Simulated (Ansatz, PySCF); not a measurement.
(1S)-2,2-difluorocyclopropan-1-ol (C3H4F2O), SMILES C1([C@H](C1)O)(F)F. Atoms are numbered in the order given.

```xyz
10

O      1.8416    -0.6265     0.3734
C      0.6069    -0.7989    -0.2259
C     -0.6568    -1.0232     0.6391
C     -0.4364     0.2471    -0.0916
F     -1.2190     0.5912    -1.1272
F     -0.0908     1.3490     0.6191
H      1.9014     0.2885     0.6838
H      0.6460    -1.3471    -1.1744
H     -1.4218    -1.7077     0.2631
H     -0.5103    -0.9993     1.7227
```
Charge 0, spin multiplicity 1.

Geometry optimised at B3LYP-D3(BJ)/def2-SVP. The values are those of a single conformer.

Two levels are set side by side: PBE-D3(BJ)/def2-SVP (Ansatz, an electronic-structure program) and B3LYP-D3(BJ)/def2-SVP (Ansatz). Each level has its own optimised geometry; the coordinates shown are those of the second. Frequencies come from the Hessian of PySCF at each geometry. Differences are taken from unrounded values.

| quantity | B3LYP-D3(BJ) |
|---|---|
| mean bond length (Å) | 1.285 |
| bond O1–C2 (Å) | 1.383 |
| bond C2–C3 (Å) | 1.548 |
| bond C2–C4 (Å) | 1.483 |
| bond C3–C4 (Å) | 1.482 |
| bond C4–F5 (Å) | 1.343 |
| bond C4–F6 (Å) | 1.356 |
| bond O1–H7 (Å) | 0.968 |
| bond C2–H8 (Å) | 1.096 |
| bond C3–H9 (Å) | 1.093 |
| bond C3–H10 (Å) | 1.094 |
| highest harmonic wavenumber (cm⁻¹) | 3787 |
| mean harmonic wavenumber (cm⁻¹) | 1272 |
| zero-point energy (kcal/mol) | 43.63 |

Task: What does PBE-D3(BJ) give, and how far is it from B3LYP-D3(BJ)? (An estimate is asked for; the answer gives what the named calculation found.)

Result: 
```json
[
 {"quantity": "mean bond length (Å)", "PBE-D3(BJ)": "1.292", "PBE-D3(BJ) minus B3LYP-D3(BJ)": "0.008"},
 {"quantity": "bond O1–C2 (Å)", "PBE-D3(BJ)": "1.387", "PBE-D3(BJ) minus B3LYP-D3(BJ)": "0.004"},
 {"quantity": "bond C2–C3 (Å)", "PBE-D3(BJ)": "1.556", "PBE-D3(BJ) minus B3LYP-D3(BJ)": "0.008"},
 {"quantity": "bond C2–C4 (Å)", "PBE-D3(BJ)": "1.491", "PBE-D3(BJ) minus B3LYP-D3(BJ)": "0.007"},
 {"quantity": "bond C3–C4 (Å)", "PBE-D3(BJ)": "1.488", "PBE-D3(BJ) minus B3LYP-D3(BJ)": "0.006"},
 {"quantity": "bond C4–F5 (Å)", "PBE-D3(BJ)": "1.350", "PBE-D3(BJ) minus B3LYP-D3(BJ)": "0.007"},
 {"quantity": "bond C4–F6 (Å)", "PBE-D3(BJ)": "1.367", "PBE-D3(BJ) minus B3LYP-D3(BJ)": "0.011"},
 {"quantity": "bond O1–H7 (Å)", "PBE-D3(BJ)": "0.978", "PBE-D3(BJ) minus B3LYP-D3(BJ)": "0.009"},
 {"quantity": "bond C2–H8 (Å)", "PBE-D3(BJ)": "1.104", "PBE-D3(BJ) minus B3LYP-D3(BJ)": "0.008"},
 {"quantity": "bond C3–H9 (Å)", "PBE-D3(BJ)": "1.101", "PBE-D3(BJ) minus B3LYP-D3(BJ)": "0.008"},
 {"quantity": "bond C3–H10 (Å)", "PBE-D3(BJ)": "1.102", "PBE-D3(BJ) minus B3LYP-D3(BJ)": "0.008"},
 {"quantity": "highest harmonic wavenumber (cm⁻¹)", "PBE-D3(BJ)": "3663", "PBE-D3(BJ) minus B3LYP-D3(BJ)": "-124"},
 {"quantity": "mean harmonic wavenumber (cm⁻¹)", "PBE-D3(BJ)": "1237", "PBE-D3(BJ) minus B3LYP-D3(BJ)": "-35"},
 {"quantity": "zero-point energy (kcal/mol)", "PBE-D3(BJ)": "42.43", "PBE-D3(BJ) minus B3LYP-D3(BJ)": "-1.21"}
]
```

Exact exchange shortens and stiffens bonds; PBE has none. Differences between two approximate levels are no errors against the true value.
